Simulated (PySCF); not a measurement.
Vibration and rotation of PrCl

UHF-SCS-MP2 constants of PrCl, quintet, about 2.9 electrons in the 4f shell (Mulliken), real f orbitals that mix terms (Pr x2c-SVPall, Cl x2c-SVPall; spin-free X2C with a Gaussian nucleus (PySCF 2.14); masses 140.9076 and 34.9689 u):

| Quantity | Value |
| --- | --- |
| ωe | 316.7 cm⁻¹ |
| ωexe | 0.824 cm⁻¹ |
| Be | 0.090216 cm⁻¹ |
| αe | 0.000319 cm⁻¹ |
| D (centrifugal) | 2.93e-08 cm⁻¹ |

**Question.** Give the vibrational terms G(v) and spacings up to v = 6.

**Answer.** G(v) = ωe(v+½) − ωexe(v+½)².

```
v  G(v) (cm⁻¹)  G(v) − G(v−1)  Bv (cm⁻¹)
0        158.1                   0.09006
1        473.2          315.1    0.08974
2        786.6          313.4    0.08942
3       1098.4          311.8    0.08910
4       1408.5          310.1    0.08878
5       1716.9          308.5    0.08846
6       2023.7          306.8    0.08814
```

Correlated steps freeze 23 core orbitals. These are scalar-relativistic numbers at best; spin–orbit coupling would shift them, the dissociation energy most. The state is the lowest single determinant that the PBE0 search found; with open d or f shells the true ground state can be another one.
